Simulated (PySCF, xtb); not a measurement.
Te(SMe)(OSiH3) (CH6OSSiTe), SMILES O([SiH3])[Te]SC. Other conformers were not sampled.

Harmonic wavenumbers (cm⁻¹) from GFN2-xTB run with xtb at its own minimum, in rising order: 34, 60, 92, 121, 126, 169, 191, 370, 405, 613, 636, 700, 736, 794, 821, 891, 940, 941, 1311, 1438, 1446, 2234, 2257, 2312, 3032, 3044, 3060.

**Question.** What does PBE-D3(BJ)/def2-SVP in PySCF 2.14.0 give at its own minimum? (The exact figures need the calculation; the answer reports its results.)

**Answer.** 40, 71, 90, 119, 137, 178, 198, 351, 459, 670, 681, 694, 842, 898, 913, 920, 922, 945, 1268, 1383, 1397, 2147, 2157, 2177, 2980, 3090, 3110. Paired by order, the mean absolute difference is 44 cm⁻¹ and the zero-point energies are 41.1 and 41.2 kcal/mol.
